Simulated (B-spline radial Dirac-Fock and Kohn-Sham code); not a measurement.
**Magnetic form factor of the 4f shell of Ta¹⁸⁺**

System: tantalum as Ta¹⁸⁺ in the configuration 1s2 2s2 2p6 3s2 3p6 3d10 4s2 4p6 4d10 4f9.

Input of the calculation (task.json; shells as n, l, electrons):

```json
{"items": [{
  "Z": 73,
  "q": 18,
  "cfg": [[1, 0, 2], [2, 0, 2], [2, 1, 6], [3, 0, 2], [3, 1, 6], [3, 2, 10], [4, 0, 2], [4, 1, 6], [4, 2, 10], [4, 3, 9]],
  "A": 181,
  "rrms": 5.3507,
  "do": ["scatter"],
  "s": [0.0, 0.05, 0.1, 0.15, 0.2, 0.25, 0.3, 0.35, 0.4, 0.45, 0.5, 0.6, 0.7, 0.8, 0.9, 1.0, 1.1, 1.2, 1.4, 1.6, 1.8, 2.0, 2.5, 3.0, 3.5, 4.0, 5.0, 6.0],
  "pz": [0, 0.1, 0.13, 0.18, 0.25, 0.33, 0.45, 0.6, 0.82, 1.1, 1.5, 2.0, 2.7, 3.7, 4.9, 6.7, 9.0, 12.0, 16.0, 22.0, 30.0],
  "hv_scatter": [5000, 10000, 20000, 30000, 50000, 200000, 500000, 1000000]
}]}
```

Run with: `python xray_run.py task.json out`

Level of theory: relativistic Hartree-Fock (Dirac-Fock) wave functions, averaged over the configuration; an atomic code on a B-spline grid. ⟨j_K⟩ is the integral of the 4f radial density with the spherical Bessel function j_K(4πsr), s = sin θ/λ.

Hund's rules give S = 5/2, L = 5, J = 15/2 for 4f9, so g = 1.333, and the dipole approximation is F = ⟨j0⟩ + C₂⟨j2⟩ with C₂ = (2 − g)/g = 0.500.

```csv
s (Å⁻¹),⟨j0⟩,⟨j2⟩,⟨j4⟩,⟨j6⟩,F (dipole)
0,1.0000,0.0000,0.0000,0.0000,1.0000
0.05,0.9942,0.0023,0.0000,0.0000,0.9954
0.1,0.9771,0.0091,0.0000,0.0000,0.9816
0.15,0.9492,0.0201,0.0002,0.0000,0.9592
0.2,0.9115,0.0347,0.0005,0.0000,0.9288
0.25,0.8654,0.0521,0.0013,0.0000,0.8915
0.3,0.8123,0.0716,0.0025,0.0001,0.8481
0.35,0.7540,0.0922,0.0044,0.0001,0.8001
0.4,0.6919,0.1132,0.0071,0.0003,0.7485
0.45,0.6280,0.1336,0.0105,0.0006,0.6948
0.5,0.5635,0.1528,0.0149,0.0010,0.6399
0.6,0.4386,0.1852,0.0260,0.0024,0.5311
0.7,0.3255,0.2072,0.0396,0.0050,0.4291
0.8,0.2290,0.2181,0.0545,0.0088,0.3381
0.9,0.1510,0.2187,0.0692,0.0139,0.2604
1,0.0907,0.2109,0.0824,0.0201,0.1962
1.1,0.0462,0.1969,0.0934,0.0271,0.1447
1.2,0.0148,0.1792,0.1015,0.0343,0.1044
1.4,-0.0194,0.1394,0.1088,0.0479,0.0503
1.6,-0.0302,0.1019,0.1063,0.0584,0.0208
```

Radial moments of the shell: ⟨r²⟩ = 0.3150, ⟨r⁴⟩ = 0.1749, ⟨r⁶⟩ = 0.1525 in powers of bohr.
